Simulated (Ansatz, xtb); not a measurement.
# Relaxing a trial structure of FH3Si3

The starting geometry of this gas-phase singlet has its atoms placed at random.

```yaml
atoms:
  - { symbol: F, position_ang: [0.5919, 0.3346, -0.3128] }
  - { symbol: Si, position_ang: [0.9381, 1.8931, 0.4858] }
  - { symbol: Si, position_ang: [-0.6169, -1.0188, -0.1441] }
  - { symbol: Si, position_ang: [-0.0060, 0.2064, -2.0253] }
  - { symbol: H, position_ang: [-1.4869, -0.3586, -1.5096] }
  - { symbol: H, position_ang: [0.2253, -0.7657, -1.0624] }
  - { symbol: H, position_ang: [-1.3743, -1.4264, -1.1280] }
```

Question: Guess where an optimisation with r2SCAN-D4/def2-SVP ends from this start.

Answer: It ends as a structure with H5 bridging Si3 and Si4, given below by its coordinates. Distances that change by over a tenth: Si2–Si4 (3.17 → 2.63 Å), Si3–H7 (1.31 → 1.51 Å), Si4–H6 (1.39 → 1.54 Å). Contacts that open: F1–Si3 (1.82 → 3.20 Å), F1–Si4 (1.82 → 3.58 Å), Si3–H6 (1.27 → 2.37 Å). Contacts that close: Si2–Si3 (3.36 → 2.33 Å).

The energy falls by 11.06 eV over 24 steps:

| step | E − E(last) (eV) |
| --- | --- |
| 1 | 11.062 |
| 4 | 3.558 |
| 6 | 2.184 |
| 9 | 1.081 |
| 11 | 0.592 |
| 14 | 0.169 |
| 16 | 0.064 |
| 19 | 0.003 |
| 21 | 0.001 |
| 24 | 0.000 |

Final geometry (Å):

```tsv
atom	x (Å)	y (Å)	z (Å)
F	1.8498	0.8491	0.7765
Si	0.3813	1.3027	0.1882
Si	-0.7928	-0.6664	-0.2050
Si	-0.0320	0.3519	-2.2296
H	-1.5538	0.2380	-1.3562
H	-0.2340	-1.1604	-2.4551
H	-1.3473	-2.0501	-0.4152
```

From the same start GFN2-xTB ends elsewhere, differing in F1–Si2 (2.82 against 1.65 Å here), F1–Si4 (1.66 against 3.58 Å here), Si2–Si3 (4.10 against 2.33 Å here), Si3–H5 (2.99 against 1.65 Å here), Si3–H6 (1.48 against 2.37 Å here), Si4–H6 (3.18 against 1.54 Å here).

From so rough a start the end depends on the optimiser's path, so another program may land elsewhere. No frequencies were run, so the end isn't proven a minimum. Run with Ansatz 0.2.0, 41 s on 2 threads of Intel(R) Xeon(R) Platinum 8259CL CPU @ 2.50GHz (Skylake/Cascade Lake), on a shared host.
